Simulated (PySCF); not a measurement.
A structure optimised at PBE-D3(BJ)/def2-SVP, used in a PySCF frequency run:

```
N
H 1 1.0260
Si 1 1.7400 2 116.30
F 3 1.6407 1 111.44 2 80.53
Si 1 1.7400 2 116.30 3 -180.00
F 5 1.6407 1 111.44 2 80.53
H 5 1.4952 6 107.71 1 -117.92
H 3 1.4952 4 107.71 1 -117.92
H 5 1.4970 7 114.03 6 117.53
H 3 1.4970 8 114.03 4 117.53
```

Problem. Write its SMILES, formula and point group.

Solution. F[SiH2]N[SiH2]F, F₂H₅NSi₂, C2

Problem. What are its rotational constants (standard atomic weights)?

Solution. 9.1395, 1.2526, 1.1846 GHz
